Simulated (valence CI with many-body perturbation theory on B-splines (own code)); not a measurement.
E1 transitions of Te²⁰⁺

Level of theory: relativistic CI+MBPT: four valence electrons over a frozen Dirac-Fock core [Ar] 3d10, radial functions for each j: 11 s, 11 p, 10 d, 8 f, 5 g, 2 h, with the one-electron correlation potential Σ1 (screened to all orders), the two-electron term Σ2, the three-electron term Σ3, Breit, model QED; selected single and double excitations, second order for the rest, scaled by the run's own slope (own B-spline code, finite nucleus).

No measured levels were compared; by estimate levels hold to about 250 cm⁻¹ or 0.2 % of their energy and the worst to 1 %, as in measured heavy ions of charge 2 to 7; those with d or f electrons hold less well. Among the levels kept, up to 500 cm⁻¹ of a level comes from second order outside the variational space, and about a tenth of that is noise between levels of different J, which matters for small intervals.

Lines 101 to 150 of 567 in falling wavelength, among levels below 240.17 eV, chosen from the strongest by gf and those to the six lowest levels. Wavelengths and rates use the calculated energies, so an error of 1000 cm⁻¹ moves a line at 192.3 Å by 0.19 % and its rate by three times that or more. Electric multipoles are in the length gauge, E1 and E2 with the static RPA response of the core. Weak lines are less certain than strong ones. Lines between different terms over intervals too small for the method are left out, as are lines whose strength nearly cancels. Where a level lies close to another of its J and parity, the split of strength between their lines is uncertain.

Names give the largest LS component (configuration and term), which can be under half, so a name can repeat, a term be missing and a line seem to break the LS rules; names also repeat where a configuration has a term twice. Letters in brackets count levels of one name in rising energy.

```
λ vac (Å)               Upper                Lower   A (s⁻¹)  log gf  Branch %
    192.3        4s 4p3 3P°_0         4s2 4p2 3P_1  2.35e+10   -0.89     100.0
    192.2        4p3 4d 5D°_3   4s 4p2 4d 5F_3 [a]  6.70e+09   -0.59      12.7
    192.1        4s 4p3 1D°_2         4s2 4p2 1D_2  3.09e+10   -0.07      93.5
    192.0  4s 4p2 4d 3D_2 [d]  4s2 4p 4d 3P°_2 [b]  1.33e+10   -0.44       5.0
    191.9  4s 4p2 4d 3D_3 [e]      4s2 4p 4d 3D°_3  6.06e+09   -0.63       3.8
    190.3  4s 4p2 4d 3F_3 [b]  4s2 4p 4d 3P°_2 [a]  8.01e+09   -0.52       6.2
    190.1    4p3 4d 3F°_3 [a]       4s 4p2 4d 5D_4  5.22e+09   -0.70      13.6
    189.9        4p3 4d 3G°_4       4s 4p2 4d 5F_5  4.00e+09   -0.71      11.0
    189.8  4s 4p2 4d 3P_1 [d]      4s2 4p 4d 1P°_1  1.57e+10   -0.59       4.4
    189.5  4s 4p2 4d 3D_2 [c]      4s2 4p 4d 3D°_1  8.83e+09   -0.62       5.4
    189.5        4p3 4d 1G°_4   4s 4p2 4d 3F_3 [a]  3.99e+09   -0.71      10.4
    189.1        4s 4p3 1P°_1         4s2 4p2 1S_0  1.66e+10   -0.57      12.4
    189.0     4s2 4p 4d 3F°_2         4s2 4p2 3P_2  8.66e+09   -0.63      25.1
    188.8  4s 4p2 4d 3D_2 [b]  4s2 4p 4d 3P°_2 [a]  1.10e+10   -0.53       4.5
    188.2  4s 4p2 4d 3P_1 [b]  4s2 4p 4d 3P°_2 [a]  2.15e+10   -0.47      12.6
    187.8        4s 4p3 3P°_1         4s2 4p2 3P_1  2.83e+10   -0.35      81.1
    187.3  4s 4p2 4d 3D_3 [f]      4s2 4p 4d 3D°_3  2.47e+10   -0.04      13.7
    187.3  4s 4p2 4d 3D_2 [d]      4s2 4p 4d 3P°_1  1.39e+10   -0.44       5.3
    186.0    4p3 4d 3F°_3 [b]       4s 4p2 4d 3G_4  2.20e+10   -0.10      17.5
    185.8  4s 4p2 4d 3D_1 [e]      4s2 4p 4d 3P°_1  1.50e+10   -0.63       5.3
    185.6        4s 4p3 1D°_2         4s2 4p2 3P_1  3.28e+08   -2.07       1.0
    185.5    4p3 4d 3F°_2 [b]   4s 4p2 4d 5F_3 [b]  1.28e+10   -0.48      26.2
    185.2        4p3 4d 5D°_4   4s 4p2 4d 5F_3 [a]  9.54e+09   -0.36      17.2
    184.7  4s2 4p 4f 3G_4 [a]      4s2 4p 4d 1F°_3  5.50e+09   -0.60       5.2
    184.6    4p3 4d 1F°_3 [a]       4s 4p2 4d 3G_4  6.22e+09   -0.65       5.1
    184.0            4p4 1D_2         4s 4p3 3D°_3  1.04e+10   -0.58      26.7
    183.8        4p3 4d 1D°_2   4s 4p2 4d 3D_3 [b]  7.47e+09   -0.72       3.0
    183.8  4s 4p2 4d 1D_2 [c]  4s2 4p 4d 3P°_2 [b]  8.90e+09   -0.65       3.8
    183.8      4s2 4p 4f 3G_3      4s2 4p 4d 1F°_3  5.47e+09   -0.71       2.7
    183.6        4p3 4d 1G°_4       4s 4p2 4d 5F_5  6.63e+09   -0.52      17.3
    183.5        4p3 4d 5D°_3       4s 4p2 4d 5F_2  8.73e+09   -0.51      16.5
    183.3    4p3 4d 3F°_3 [a]   4s 4p2 4d 5F_3 [b]  6.19e+09   -0.66      16.1
    183.1    4p3 4d 3F°_4 [b]       4s 4p2 4d 3G_5  1.72e+10   -0.11      33.1
    183.0  4s 4p2 4d 3D_1 [e]      4s2 4p 4d 3P°_0  2.35e+10   -0.45       8.2
    182.7    4p3 4d 3D°_1 [a]       4s 4p2 4d 5D_2  1.97e+10   -0.53      35.3
    182.4        4p3 4d 3G°_5       4s 4p2 4d 5F_5  5.24e+09   -0.54      18.1
    182.3  4s 4p2 4d 3F_3 [b]      4s2 4p 4d 3F°_3  3.20e+10    0.05      24.6
    182.3  4s 4p2 4d 3F_2 [c]      4s2 4p 4d 3F°_3  8.19e+09   -0.69       3.5
    182.3    4p3 4d 3F°_4 [a]       4s 4p2 4d 5D_4  7.21e+09   -0.49      17.9
    181.8  4s 4p2 4d 3D_1 [d]      4s2 4p 4d 1D°_2  2.65e+10   -0.41       9.1
    181.4    4p3 4d 3D°_1 [b]   4s 4p2 4d 3F_2 [a]  1.94e+10   -0.54      21.1
    181.1  4s 4p2 4d 3D_1 [a]      4s2 4p 4d 3F°_2  3.87e+10   -0.24      29.8
    180.9  4s 4p2 4d 3D_2 [d]      4s2 4p 4d 1D°_2  1.08e+10   -0.58       4.1
    180.8  4s 4p2 4d 3F_4 [d]      4s2 4p 4d 3F°_4  4.74e+10    0.32      76.8
    180.7     4s2 4p 4d 3D°_1         4s2 4p2 1S_0  1.48e+08   -2.66       0.1
    180.3  4s 4p2 4d 1D_2 [b]      4s2 4p 4d 3D°_3  2.36e+10   -0.24      14.0
    179.8  4s 4p2 4d 1D_2 [d]      4s2 4p 4d 1P°_1  1.96e+10   -0.32       5.5
    179.6  4s 4p2 4d 3D_1 [e]      4s2 4p 4d 1D°_2  2.69e+10   -0.41       9.4
    179.1    4p3 4d 1F°_3 [a]   4s 4p2 4d 3F_4 [a]  8.27e+09   -0.56       6.7
    179.0  4s 4p2 4d 3D_2 [c]      4s2 4p 4d 3F°_3  5.84e+10    0.15      35.6
```

(1) How does gf follow from A for the line at 183.6 Å?

Answers

(1) gf = 1.4992 × (2J+1)_upper × A / σ², with σ = 544661 cm⁻¹ and 2J+1 = 9: gf = 0.301.
